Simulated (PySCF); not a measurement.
Assigning NMR signals

Cartesian coordinates in Å; atom numbers follow the order of the lines, from 1:
```xyz
18

C    -2.4849    2.4862    0.1149
C    -1.9512    1.4202   -0.1283
Si   -1.1838   -0.2028   -0.4916
C    -1.8509   -1.5133    0.6466
N     0.5831   -0.0737   -0.3075
C     1.5365   -0.1875   -1.3131
C     2.7829   -0.0328   -0.7624
C     2.6183    0.1893    0.6409
C     1.2687    0.1543    0.8523
F     0.5769    0.3059    1.9724
H    -2.9490    3.4320    0.3331
H    -1.3655   -0.5281   -1.9314
H    -2.9414   -1.6071    0.5333
H    -1.3869   -2.4855    0.4208
H    -1.6278   -1.2525    1.6915
H     1.2337   -0.3720   -2.3411
H     3.7271   -0.0727   -1.3023
H     3.3842    0.3531    1.3944
```

All values are calculated (PySCF 2.14.0 with density-fitted response routines): GIAO PBE0/pcSseg-1 shieldings, coordinates at the PBE0-D3(BJ)/def2-SVP level. One computed conformer, one averaged value for each set of equivalent atoms, non-relativistic Hamiltonian, isolated molecule.

Chemical shifts δ = σref − σ; 13C, 1H against TMS, all at this level.

Task: Assign these signals to the numbered atoms. 13C{1H} NMR (computed): δ 158.6, 118.0, 115.3, 105.7, 93.3, 86.0, -0.9.

Result: 
158.6 → C9, aromatic carbon bearing fluorine: an ipso carbon deshielded by its heteroatom
118.0 → C6, aromatic CH next to a ring nitrogen
115.3 → C7, aromatic CH
105.7 → C1, terminal alkyne carbon
93.3 → C8, aromatic CH
86.0 → C2, alkyne carbon: sp carbons lie upfield of alkene carbons because the cylindrical π system leaves one tensor component strongly shielded
-0.9 → C4, methyl carbon bonded to Si: an electropositive neighbour leaves it electron-rich and shielded

Task: Assign these signals to the numbered atoms. 1H NMR (500 MHz, computed): δ 6.20 (m, 1H), 6.08 (m, 1H), 5.74 (m, 1H), 4.95 (m, 1H), 2.48 (d, 1H), 0.63 (d, 3H).

Result: 
| δ (ppm) | atoms | environment | reason |
| --- | --- | --- | --- |
| 6.20 | H17 | hydrogen on an aromatic CH | the ring current deshields protons in the ring plane |
| 6.08 | H16 | hydrogen on an aromatic CH next to a ring nitrogen | aromatic region |
| 5.74 | H18 | hydrogen on an aromatic CH | – |
| 4.95 | H12 | hydrogen on a silicon bonded to 2 C, N | – |
| 2.48 | H11 | hydrogen on a terminal alkyne carbon | it lies on the axis of the triple bond, in its shielding cone |
| 0.63 | H13/H14/H15 | hydrogen on a methyl carbon bonded to Si | an electropositive neighbour shields it, as in TMS itself |

H17 and H16 lie closer than the usual error of such a calculation, so a measured spectrum could show them in the other order.

Splittings by 19F in the carbon and heteronuclear signals aren't shown, as no couplings were computed. Shifts are as computed. Against solution values, carbons near 30 ppm lie about +2 ppm off and those near 130 ppm about +5 ppm. Of 1211 compounds with measured shifts, 218 miss one by over three times the rms of a fit or turn the order of signals round; such compounds aren't used in these exercises. No couplings were computed; multiplicities are counted from neighbouring protons, with m where these are inequivalent, close in shift, in a saturated or five-membered ring or joined by F or P, and br s for small geminal =CH2 splittings.
